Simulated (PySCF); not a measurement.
System: MoH₅, charge 1, multiplicity 1. The spin state was set by rule; other spins were not relaxed. SMILES of the parent species: [MoH5]
Structure (B3LYP-D3(BJ)/def2-TZVP (Ansatz) minimum search):
```
Mo
H 1 1.6453
H 2 1.4591 1 64.17
H 1 1.6453 2 66.85 3 142.23
H 4 1.4591 1 64.17 2 -142.23
H 1 1.6749 2 116.01 3 -108.98
```
Charge +1, spin multiplicity 1.

Dispersion corrections to the total energy (kcal/mol) from the dftd3 and dftd4 libraries through PySCF: D3(BJ) without and D4 with the three-body term, each with the damping fitted for the functional named.

| functional | D3(BJ) | D4 |
|---|---|---|
| PW6B95 | -1.03 | -1.29 |
| CAM-B3LYP | -1.54 | -1.10 |
| B2GP-PLYP | ? | -0.54 |
| HF | ? | -5.25 |
| LC-wPBE | -1.87 | -1.50 |
| revPBE | -4.99 | -4.42 |
| TPSSh | -2.26 | ? |

Q: Fill in the missing entries.

A: 
- B2GP-PLYP, D3(BJ): -1.62
- HF, D3(BJ): -21.29
- TPSSh, D4: -1.62
